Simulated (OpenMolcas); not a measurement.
**N II: from CASSCF to CASPT2**

| Property | Result |
| --- | --- |
| Program | OpenMolcas 26.06 |
| Basis | ANO-RCC-VDZP [3s2p1d] |
| Scalar Hamiltonian | DKH2, point nucleus |
| Active space | 4 electrons in 4 orbitals (2s 2p) |
| State averaging | 2S+1 = 3 even, 6 roots; 2S+1 = 1 even, 6 roots; 2S+1 = 5 odd, 1 root; 2S+1 = 3 odd, 9 roots; 2S+1 = 1 odd, 8 roots |
| Spin-orbit coupling | state interaction with AMFI integrals over the reference wave functions, term energies averaged over their components |

Methods on the same reference wave functions:
A. CASSCF
B. SS-CASPT2, IPEA 0.25 Eh, imaginary shift 0.1 Eh (closed shells correlated: 1s)
C. MS-CASPT2, IPEA 0.25 Eh, imaginary shift 0.1 Eh (closed shells correlated: 1s)

Energies in cm-1 above 2s2 2p2 3P0, the measured ground level; measured values from NIST Handbook of Basic Atomic Spectroscopic Data.

```tsv
Level	A	B	C	Measured
2s2 2p2 3P0	0.0	0.0	0.0	0.0
2s2 2p2 3P1	44.9	44.8	45.0	48.7
2s2 2p2 3P2	133	133	134	131
2s2 2p2 1D2	17440	16490	16500	15316
2s2 2p2 1S0	30572	33000	33010	32689
2s 2p3 5S* 2	35992	42750	42760	46785
2s 2p3 3D* 2	95646	91690	91700	92250
2s 2p3 3D* 1	95646	91690	91700	92251
2s 2p3 3D* 3	95646	91690	91700	92236
2s 2p3 3P* 0	112975	110400	110410	109223
2s 2p3 3P* 1	112976	110400	110410	109216
2s 2p3 3P* 2	112976	110400	110410	109217
2s 2p3 1D* 2	160414	149480	149490	144188
2s 2p3 3S* 1	167557	159750	159760	155127
2s 2p3 1P* 1	177464	167830	167850	166766
```

Deviations, from unrounded energies. A percentage is the sum of absolute deviations over the sum of measured energies, with the sign that they share, or ± where signs differ.

| Against measurement | Levels | A | B | C |
| --- | --- | --- | --- | --- |
| mean absolute deviation (cm-1) | 14 | 5400 | 1600 | 1600 |
| fine structure of the ground term (%) | 2 | ±3.5 | ±3.5 | ±3.7 |
| other terms of the ground configuration (%) | 2 | ±8.8 | +3.1 | +3.1 |
| other configurations (%) | 10 | ±6.4 | ±1.8 | ±1.8 |

B, C lie about equally close to measurement and A furthest from it. The largest miss of B in the table is 2s 2p3 1D* 2, by +5300 cm-1. The ranking rests on the paired levels alone, and a cruder setting can come out closer through cancelling errors.

Between B and C the level of the table that moves most is 2s 2p3 3P* 0, by 11 cm-1 (lowest in B, highest in C). Moves below CASPT2's spread within the term are not significant.

The two smallest mean deviations differ by little beside CASPT2's spread within terms, so their order carries little weight.

From A to B the spin-free energies of the other terms of 2s2 2p2 shown, above 3P, scale by factors of 0.95 to 1.08.

The lowest spin-free term lies below A's lowest term by 0.055 hartree in B, 0.055 hartree in C.

CASPT2 does not keep the components of a term degenerate, so their means are used; among the terms shown or strongly mixed into the levels shown the widest spread is 810 cm-1 (2s 2p3 3D*, C). Without dynamic correlation excited terms often stand tens of per cent too high (terms of higher spin than the ground term too low), and those without a measured partner can miss by more than the paired ones (holds for A). Computed and measured levels are paired by configuration, term and J; levels that our copy of the source lacks, or whose pairing is in doubt (as where it misses far off the trend of its configuration), stay unpaired and out of the deviations. Only configurations of the active space appear. Levels that lie high or do not pair safely by name in every column are left out.

* marks odd parity.
